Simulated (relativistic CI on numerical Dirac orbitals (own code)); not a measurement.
**One change at a time: Mn¹¹⁺**

Base calculation: Dirac-Coulomb-Breit CI, orbitals from a KLI potential per configuration, QED by a radiative potential, unscaled Slater integrals.

Configuration list (outside the closed core [Ne]): 3s²3p², 3s3p³, 3s²3p3d, 3p⁴, 3s3p²3d, 3p³3d, 3s3p3d², 3s²3p4s, 3s²3d4p, 3s²3p4p, 3p³4s, 3p³4p, 3s3p3d4s, 3s²3p4d, 3s3p²4s, 3s²3p4f, 3s3p²4p, 3p²3d4p, 3s3p²4d, 3s²3p5s, 3s3p²4f, 3s²3p5p, 3s²4s4p, 3s²3p5d, 3s²3p5f, 3s²3p5g, 3s3p4s², 3s3p²5s, 3s²3p6s, 3s²3d², 3s3d³, 3p²3d², 3p3d³, 3p3d²4s, 3p3d²4p, 3p3d²4d, 3s²3d4s, 3s3d²4s, 3s3p3d4p, 3s3d²4p, 3s3d4s4p, 3s3d4p², 3s3d4p4d, 3p²3d4s, 3p3d4s², 3p3d4s4p, 3p3d4s4d, 3s²4s², 3s3d4s², 3s²4p². Double excitations out of closed p, d and f shells are left out; levels of such configurations are missing from the list, as are those of other unlisted configurations, and high levels can miss mixing partners. These lack a partner that the ground configuration has and come out too high: 3s3p²4d, 3s3p²4f, 3s3p²5s, 3s²3p4f, 3s²3p5s.

Variants: (1) configuration mixing switched off; (2) one mean potential for all configurations. Shifts of the energy above 3s²3p² ³P0, in cm⁻¹, for the lowest level and the first level of each name with at least 55 % of one term (blank where a level changes its place among those of its configuration and J or its character, or is not in the variant):

```csv
Level,Base,Δ(1),Δ(2)
3s²3p² ³P0,0,0,0
3s²3p² ³P1,7062,-24,+3
3s²3p² ³P2,14945,+251,+5
3s²3p² ¹D2,43735,+2181,+4
3s²3p² ¹S0,86493,+8352,-24
3s3p³ ⁵S°2,191813,-19873,+129
3s3p³ ³D°1,264028,+13687,+82
3s3p³ ³D°2,264160,+13223,+82
3s3p³ ³D°3,266148,+13275,+82
3s3p³ ³P°0,304426,+7304,+86
3s3p³ ³P°1,304885,+7712,+84
3s3p³ ³P°2,305252,+8757,+80
3s3p³ ³S°1,393326,+10822,+107
3s²3p3d ³F°2,402279,-7944,-71
```

At this charge energies of transitions that change n are usually good to better than 1 %, and those within a shell (Δn = 0) to a few per cent.

Ionisation energy from the two ground configurations alone: base 312.104 eV. The NIST ASD value (semi-empirical) is 314.4 eV.

LS names give the leading component of a level, which can be under half, so a name can repeat, a term be missing and a line seem to break the LS rules.
